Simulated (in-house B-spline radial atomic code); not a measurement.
Ionising the caesium ion Cs⁷⁺ with different functionals

Computed with an all-electron radial atomic-structure program (B-spline basis): scalar-relativistic (spin-free X2C) Hamiltonian, Fermi nucleus of rms radius 4.8041 fm, spin-polarised at highest spin, spherical fractional occupations for the functionals, the average over the highest-spin determinants for Hartree-Fock. The ionisation energy is the difference of two self-consistent energies, [Kr] 4d10 5s2 → [Kr] 4d10 5s1, without Breit or QED terms; ε is the level of the shell that loses the electron (its least bound occupied spin orbital). There is no spin-orbit coupling in this Hamiltonian.

```tsv
method	rung	ΔSCF (eV)	-ε(5s) (eV)
Hartree-Fock	Hartree-Fock	108.39	108.62
HF fractional	Hartree-Fock	108.39	108.62
LDA VWN5	LDA	112.00	105.26
LDA PW92	LDA	112.00	105.25
LDA exchange-only	LDA	110.23	103.65
PBE	GGA	111.41	104.62
PBEsol	GGA	111.32	104.69
BLYP	GGA	111.63	104.78
RPBE	GGA	111.15	104.34
PW91	GGA	111.56	104.78
BP86	GGA	111.45	104.85
AM05	GGA	111.28	104.69
OLYP	GGA	111.04	104.23
TPSS	meta-GGA	110.82	104.27
SCAN	meta-GGA	110.58	104.84
r2SCAN	meta-GGA	110.43	104.54
revTPSS	meta-GGA	110.63	104.20
PBE0	global hybrid	110.88	105.89
B3LYP	global hybrid	111.43	105.98
TPSSh	global hybrid	110.67	104.82
BHandHLYP	global hybrid	110.68	107.28
r2SCAN0	global hybrid	110.28	105.91
B97-1	global hybrid	111.21	105.64
HSE06	range-separated hybrid	110.93	105.57
wB97X	range-separated hybrid	110.67	108.69
CAM-B3LYP	range-separated hybrid	111.39	107.79
LC-wPBE	range-separated hybrid	111.03	109.12
```

Q: Among the functionals, which spreads more, the ΔSCF values or the orbital energies?

A: The orbital energies: ΔSCF values span about 1.77 eV and the orbital energies 5.47 eV.

Q: How do they compare with the NIST value?

A: NIST lists 110.1 eV ± 0.6 (semi-empirical, ground level to ground level). Errors run from -1.71 to +1.90 eV; r2SCAN0 is closest (+0.18 eV), though others lie within the uncertainty of it, and part of that can be cancellation, since the calculations leave out Breit-QED terms. Hartree-Fock also lacks correlation.
